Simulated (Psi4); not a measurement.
C₃H₉B, triplet, geometry from GFN2-xTB (a higher spin typed on purpose: for a closed-shell molecule this is an excited state). Base run: SVWN/3-21G (Psi4).

Here is a job for Psi4.
```
memory 2 GB

molecule {
0 3
  B     0.05650358    0.39417268    0.34215853
  C     1.41954857   -0.13518450   -0.48372115
  H     1.23896787   -1.03247355   -1.07187377
  H     2.08937162   -0.36474791    0.33933365
  H     1.85126810    0.63004949   -1.11693327
  C    -0.56583753   -0.64972355    1.37286759
  H    -0.79811715   -1.61888125    0.91410609
  H    -1.49285218   -0.28887489    1.82201511
  H     0.10206547   -0.85538698    2.21126460
  C    -0.85670585    0.67333727   -1.03925510
  H    -1.79304235    1.01427906   -0.60819344
  H    -1.02816575   -0.22719148   -1.62518173
  H    -0.43404466    1.44178876   -1.67467795
}

set basis 3-21g
set reference uks

energy('svwn')
print_variables()
```

The base run was repeated with changes; each row names its change, and settings that it needs were set with it.

| change | ΔE vs base (mEh) | SCF cycles | grid points | basis functions |
|---|---|---|---|---|
| base | 0.000 | 8 | 277182 | 54 |
| dft_radial_points = 50 | 0.000 | 8 | 187535 | 54 |
| guess = sapgau | 0.000 | 9 | 277182 | 54 |
| dft_spherical_points = 974 | 0.002 | 8 | 892082 | 54 |
| d_convergence = 1e-10 | 0.000 | 15 | 277182 | 54 |
| basis_guess = true | 0.000 | 1 | 277181 | 54 |
| e_convergence = 1e-10 | 0.000 | 11 | 277182 | 54 |
| scf_initial_accelerator = ediis | 0.000 | 8 | 277182 | 54 |
| basis_guess = sto-3g | 0.000 | 7 | 277181 | 54 |
| df_basis_scf = def2-universal-jkfit | 0.000 | 8 | 277182 | 54 |
| dft_radial_scheme = multiexp | 0.000 | 8 | 291746 | 54 |
| df_basis_scf = cc-pvtz-jkfit | 0.071 | 8 | 277182 | 54 |
| level_shift = 1.0 | 0.000 | 9 | 277182 | 54 |

Open shells are given as the SCF converged; they aren't shown to be the lowest states, and a large step between rows can be another state.
